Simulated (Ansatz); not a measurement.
Consider the ligand exchange at the Si–F bond: `F[SiH](F)F` + H₂Se → `F[SiH](F)[SeH]` + H–F.

Computed with Ansatz on PBE0-D4/def2-TZVP structures; ΔE is electronic, products minus reactants. CCSD(T)/CBS is the MP2 limit (def2-TZVPP, def2-QZVPP) plus CCSD(T) − MP2 in def2-TZVPP, frozen cores. This one scheme is used for every species. Functionals use def2-TZVPP. For Se outer-core shells are correlated without core-valence functions, which leaves a few kJ/mol of doubt a bond. Scalar relativity is left out up to krypton. One conformer a species, not always the lowest.

`F[SiH](F)F`:

Cartesian coordinates in Å:
```
F -0.653 -0.194 -1.402
Si -0.018 0.031 0.019
F 1.514 0.330 -0.167
F -0.163 -1.303 0.840
H -0.679 1.136 0.711
```

H₂Se:

Z-matrix (Å, degrees):
```
Se
H 1 1.467
H 1 1.467 2 91.2
```

`F[SiH](F)[SeH]`:

Cartesian coordinates in Å:
```
F 0.197 -1.241 -1.175
Si 0.437 0.076 -0.327
F -0.231 1.243 -1.166
Se -0.475 -0.088 1.720
H 1.883 0.325 -0.203
H -1.811 -0.315 1.150
```

H–F:

```xyz
2

F     0.010    0.372    0.271
H    -0.010   -0.372   -0.271
```

| level | ΔE (kcal/mol) |
| --- | --- |
| LDA (SPW92) | 21.5 |
| CAM-B3LYP-D4 | 25.7 |
| revPBE | 21.0 |
| BLYP | 25.2 |
| CCSD/def2-SVP | 24.8 |
| HF/def2-QZVPP | 30.0 |
| HF/CBS(def2) | 30.1 |
| MP2/CBS(def2) | 21.8 |

(1) What does CCSD(T)/CBS give? (Estimate.)

Largest T1 diagnostic among the species: 0.012.

## Answers

(1) Ansatz gave: +22.9 kcal/mol. The listed levels differ from it by -1.4, 2.8, -1.9, 2.3, 1.9, 7.1, 7.2, -1.1 kcal/mol.

From BLYP to BHLYP (50 % exact exchange), in def2-TZVPP and without D4, ΔE moves by +1.8 kcal/mol. Leaving LDA and LC-ωPBE aside and taking each functional with its dispersion term where it has one, the values, not all of them listed here, spread over 6.6 kcal/mol, from revPBE-D4 to B97M-V. At CCSD(T), def2-SVP lies +1.4 kcal/mol from the extrapolated value and def2-TZVPP +1.6 kcal/mol.
